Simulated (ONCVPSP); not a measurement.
N: one change to an ONCV potential, before and after

ONCVPSP 4.0.1 input, shortened (lines: element, Z, core and valence counts, functional; n l f; lmax; l rc ep ncon nbas qcut; lloc lpopt rc5 dvloc0; l nproj debl; icmod fcfact rcfact), Wu-Cohen, scalar-relativistic:

```
  N 7.00    1    2  -118130      upf
    1    0    2.00
    2    0    1.00
    2    1    4.00
    2
    0    0.75    0.00    4    7   10.40
    1    1.45    0.00    4    8   10.30
    2    1.20    0.39    5    8    6.80
    4    5    0.75    0.00
    0    2    1.90
    1    1    0.90
    2    3    3.80
    0    0.00    0.00
```

All-electron outer shells of the reference configuration (Wu-Cohen, scalar-relativistic, ld1.x):

```json
{"shell": "1s", "level (eV)": "-384.76", "outermost node (bohr)": "–", "outermost maximum (bohr)": "0.15"}
{"shell": "2s", "level (eV)": "-18.92", "outermost node (bohr)": "0.32", "outermost maximum (bohr)": "1.02"}
{"shell": "2p", "level (eV)": "-7.47", "outermost node (bohr)": "–", "outermost maximum (bohr)": "0.97"}
```

Change: p: rc 1.18.

Cutoffs: the cutoffs (Ha) at which the residual kinetic energy of the hardest occupied pseudo-wave falls to 1 and 0.1 mHa per electron; they do not see the model core or the augmentation charge, which bear on the density cutoff. Errors are all-electron minus pseudo energies relative to the spin-unpolarised reference configuration.

Predict the effect on cutoff, ghosts and configuration errors.

The potential gets harder (31 Ha and 179 Ha → 37 Ha and 179 Ha); both files keep a bound ghost (s); of the 4 tests that both files solve, the error grows in 1 and shrinks in 3 by more than 15 % and 0.3 meV (median size 82.6 → 49.3 meV). A smaller radius makes the pseudo-wave follow the all-electron one further in, where it bends more sharply, so more plane waves are needed.

```csv
quantity,base,changed
"cutoff, loose",31 Ha,37 Ha
"cutoff, tight",179 Ha,179 Ha
loose cutoff by channel,"s 29 Ha, p 31 Ha","s 29 Ha, p 37 Ha"
bound ghosts,s,s
GHOST(+) flags under 300 eV,none,none
"error for 2s2 2p3, meV [ΔE -11.43 eV]",+4.3,+5.0
"error for 2s2 2p2, meV [ΔE 2.13 eV]",+29,+18
"error for 2s2 2p1, meV [ΔE 30.95 eV]",+136,+80
"error for 2s2 2p0, meV [ΔE 77.94 eV]",+512,+329
s: phases at 0.76 bohr within 0.05 rad from the reference energy up to (Ha; the scan ends near 5),to the end of the scan,to the end of the scan
d: phases at 1.22 bohr within 0.05 rad from the reference energy up to (Ha; the scan ends near 5),to the end of the scan,to the end of the scan
```

 A true bound ghost makes a file unfit for plane-wave use even where its test errors are small: the radial tests pick states by their node count and pass the ghost by.
